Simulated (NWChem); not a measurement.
Molecule: SiH4S; SMILES [SiH3]S

Program: NWChem. Medium grid unless said otherwise, to which SCAN and Minnesota functionals are sensitive. Geometry: optimised at PBE0-D3(BJ)/def2-TZVP. Hybrids' shares of exact exchange are those that their runs print; pure functionals count as 0. The functionals differ in more than this share.

```csv
row,share of exact exchange,highest occupied level (eV)
PBE/def2-TZVP,0.00,-6.28
HCTH/407/def2-TZVP,0.00,-6.45
B3LYP/def2-TZVP,0.20,withheld
M06-2X/def2-TZVP,0.54,-8.65
M05-2X/def2-TZVP,0.56,-8.72
```

Problem. Fit a straight line of the last column on the one before it, predict the withheld value, and compare with the run.

Solution. 
1. Means of the 4 shown rows: x = 0.275, y = -7.525. Slope Σ(x − x̄)(y − ȳ)/Σ(x − x̄)² = -1.277/0.3027 = -4.218; intercept -6.365.
2. The shown rows scatter about the line by 0.060 (root mean square); the largest residual is +0.08, at PBE/def2-TZVP.
3. At x = 0.20 (B3LYP/def2-TZVP; inside the shown range) the line gives -7.21.
4. The run gives -7.26, -0.05 from the line, 0.8 times the scatter.
